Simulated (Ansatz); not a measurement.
One change: `B/C=C/C` becomes `C/C=C\[S][AlH2]`.

Ansatz, PBE0-D4/def2-TZVP geometries, multiplicity 1. Each molecule was computed in one conformer, which needn't be the lowest.

```json
{"property": "LUMO energy (PBE0/def2-TZVPP) / eV", "`B/C=C/C`": "-1.78"}
{"property": "HOMO energy (PBE/def2-TZVPP) / eV", "`B/C=C/C`": "-6.97"}
{"property": "LUMO energy (ωB97M-V/def2-TZVPP) / eV", "`B/C=C/C`": "0.21"}
{"property": "HOMO energy (ωB97M-V/def2-TZVPP) / eV", "`B/C=C/C`": "-10.17"}
{"property": "size of the dipole moment (ωB97M-V/def2-TZVPP) / D", "`B/C=C/C`": "2.09"}
{"property": "HOMO–LUMO gap (PBE/def2-TZVPP) / eV", "`B/C=C/C`": "4.21"}
```

(1) Give the same properties after the change, and the shifts. (An estimate is asked.)

Results:

(1) Computed: 
```json
{"property": "LUMO energy (PBE0/def2-TZVPP) / eV", "`C/C=C\\[S][AlH2]`": "-1.17", "shift": "0.61"}
{"property": "HOMO energy (PBE/def2-TZVPP) / eV", "`C/C=C\\[S][AlH2]`": "-5.68", "shift": "1.29"}
{"property": "LUMO energy (ωB97M-V/def2-TZVPP) / eV", "`C/C=C\\[S][AlH2]`": "0.78", "shift": "0.57"}
{"property": "HOMO energy (ωB97M-V/def2-TZVPP) / eV", "`C/C=C\\[S][AlH2]`": "-9.03", "shift": "1.14"}
{"property": "size of the dipole moment (ωB97M-V/def2-TZVPP) / D", "`C/C=C\\[S][AlH2]`": "2.47", "shift": "0.38"}
{"property": "HOMO–LUMO gap (PBE/def2-TZVPP) / eV", "`C/C=C\\[S][AlH2]`": "3.58", "shift": "-0.63"}
```

With PBE0 the HOMO rises by 1.12 eV and the LUMO rises by 0.61 eV, so the gap narrows by about 0.51 eV. PBE moves the HOMO by 1.29 eV and ωB97M-V by 1.14 eV. Dipoles are sizes alone; their direction can turn.
